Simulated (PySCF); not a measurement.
# Bond length, frequency and bond energy of BiF by level of theory

State: ³Σ⁻ (triplet), unpaired electrons π ↑↑. Set-up: PySCF, scalar-relativistic core potentials, basis sets Bi def2-SVPD with ECP60, F def2-SVPD. De refers to Bi + F in their high-spin ground configurations, without counterpoise correction. The functionals are run spin-unrestricted. A positive dipole means Bi(−)F(+).

```tsv
Level	Re (Å)	ωe (cm⁻¹)	De (eV)	μ (D)
UHF	2.048	565	1.81	-3.93
UHF-MP2	2.075	541	3.87	n/a
UHF-SCS-MP2	2.077	538	3.74	n/a
UHF-CCSD	2.071	544	3.48	n/a
UHF-CCSD(T)	2.077	536	3.61	n/a
PBE	2.092	518	4.27	-3.35
PW91	2.091	519	4.31	-3.37
TPSS	2.083	528	4.11	-3.33
r²SCAN	2.069	541	3.90	-3.37
PBE0	2.066	545	3.78	-3.51
r²SCAN0	2.054	558	3.52	-3.52
CAM-B3LYP	2.065	548	3.99	-3.64
```

Q: Which functional lies closest to UHF-CCSD(T) in De, which farthest, and by how much do they differ from it?

A: Closest is r²SCAN0 (-2.3 pm in Re, +4.1 % in ωe, -0.09 eV in De against UHF-CCSD(T) in the same basis), farthest PW91 (+1.4 pm in Re, -3.2 % in ωe, +0.70 eV in De). CCSD(T) converges more slowly with the basis than the functionals do and binds too weakly in this one, so the order can change at the basis-set limit.

Q: What does a quarter of exact exchange do here, going from PBE to PBE0?

A: PBE0 less PBE: -2.6 pm in Re, +5.2 % in ωe, -0.49 eV in De. Exact exchange removes part of the self-interaction that spreads semilocal densities, and in most molecules shortens and stiffens the bond and lowers De; so it does here.

Q: What does the step from GGA to meta-GGA do here, going from PBE to r²SCAN?

A: r²SCAN less PBE: -2.3 pm in Re, +4.4 % in ωe, -0.37 eV in De. 

Correlated steps freeze 5 core orbitals. Correlated levels converge slowly with the basis: in double zeta they bind strong bonds too weakly, by up to about 1 eV, and carry superposition errors of some tenths. Spin–orbit coupling is left out, which matters for elements this heavy, above all for dissociation energies. The state is the lowest determinant that a PBE0 search found; another state may lie lower at other levels.
